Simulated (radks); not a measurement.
The numbers below are computed, except where a source is named.
Question: The mean radii <r> (bohr) of the occupied orbitals of an atom or ion are listed with their occupations. Code: a radial shooting solver on a logarithmic mesh with Libxc functionals. Model: scalar-relativistic Kohn-Sham, PBE, spin-polarised, spherical densities, point nucleus.

| orbital | occ. | <r> |
|---|---|---|
| 1s up | 1 | 0.02781 |
| 1s down | 1 | 0.02781 |
| 2s up | 1 | 0.1198 |
| 2s down | 1 | 0.1198 |
| 2p up | 3 | 0.1048 |
| 2p down | 3 | 0.1048 |
| 3s up | 1 | 0.3221 |
| 3s down | 1 | 0.3221 |
| 3p up | 3 | 0.3202 |
| 3p down | 3 | 0.3202 |
| 3d up | 5 | 0.2968 |
| 3d down | 5 | 0.2968 |
| 4s up | 1 | 0.7645 |
| 4s down | 1 | 0.7644 |
| 4p up | 3 | 0.8210 |
| 4p down | 3 | 0.8204 |
| 4d up | 5 | 0.9704 |
| 4d down | 5 | 0.9653 |
| 5s up | 1 | 1.979 |
| 5s down | 1 | 1.969 |
| 5p up | 2 | 2.332 |

Name the element and its charge. Open shells, if any, are filled with parallel spins first.

Answer: Z = 52, tellurium, charge +2: Te2+ in [Kr] 4d10 5s2 5p2. The 1s radius gives Z: for a bare nucleus <r> = (2 gamma + 1)/(2Z) with gamma = sqrt(1 - (Z/c)^2), 0.02741 bohr for Z = 52, and screening makes it slightly larger (0.02781 here). The occupations add up to 50, and the charge is Z minus that.
